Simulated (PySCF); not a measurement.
# [Gd(SH)2]+ at several levels of theory

Computed with PySCF 2.14.0 (density fitting, no spin-orbit coupling) at the geometry relaxed with BP86:

```xyz
5
[Gd(SH)2]+ (singlet in the valence; each metal's 4f electrons, 7 of them, lie in its core potential, out of spins and levels)
Gd   -0.0052   -1.4894    0.4190
S    -0.0003    0.4589    2.0144
H     0.0038    1.4689    1.0909
S    -0.0003   -0.6586   -1.9582
H     0.0038    0.6847   -1.6967
```

```
 level                                                 basis    state  HOMO (eV)  gap (eV)  charge on Gd1 (e)  population of f-type functions on Gd1 (polarisation alone where 4f lies in the core)  dipole about the centre of mass (D)  largest force component (eV/Å)
  BP86     Gd lcecp-1-SVP with ECP53, S def2-SVP, H def2-SVP  singlet     -11.15      3.05               1.03                                                                                  0.03                                 3.23                            0.01
 TPSSh                                              the same  singlet     -11.55      3.84               1.16                                                                                  0.03                                 3.81                            0.28
revPBE                                              the same  singlet     -11.01      2.94               1.05                                                                                  0.03                                 3.31                            0.09
    HF                                              the same  singlet     -14.52      9.31               1.42                                                                                  0.03                                 5.35                            0.83
r2SCAN                                              the same  singlet     -11.29      3.55               1.15                                                                                  0.03                                 3.68                            0.30
  BP86  Gd lcecp-1-TZVP with ECP53, S def2-TZVP, H def2-TZVP  singlet     -11.08      3.04               1.34                                                                                  0.03                                 3.59                            0.23
```

In the lcecp rows the 4f levels are missing from HOMO and gap, and the state counts the valence alone.

HOMO and gap are taken over both spins. Charges are Mulliken's, which hang on the basis. The relaxation used the grid (50, 194), these runs (75, 302) or, all-electron (x2c bases, spin-free X2C Hamiltonian), (99, 590).

What does PBE0 with Gd def2-SVP with ECP28, S def2-SVP, H def2-SVP give here?

state octet, HOMO (eV) -12.19, gap (eV) 3.15, charge on Gd1 (e) 1.11, population of f-type functions on Gd1 (polarisation alone where 4f lies in the core) 7.03, dipole about the centre of mass (D) 2.89, largest force component (eV/Å) 0.39. Time: 7.6 min on 2 threads of Intel(R) Xeon(R) CPU @ 2.80GHz (Skylake/Cascade Lake), with other jobs on the host, from free ions and atoms.

In the first row's basis the gap widens with exact exchange: 2.9 to 3.5 eV for revPBE, BP86, r2SCAN (none); 3.8 eV for TPSSh (a fixed share); 9.3 eV for Hartree–Fock (rising or full at long range).

An lcecp potential fixes the number of 4f electrons, so in runs with it no electron can move into or out of that shell.

Rows with open f shells in the valence may stand above their lowest state, and their gaps can end on f levels.

Some runs are spin-contaminated.
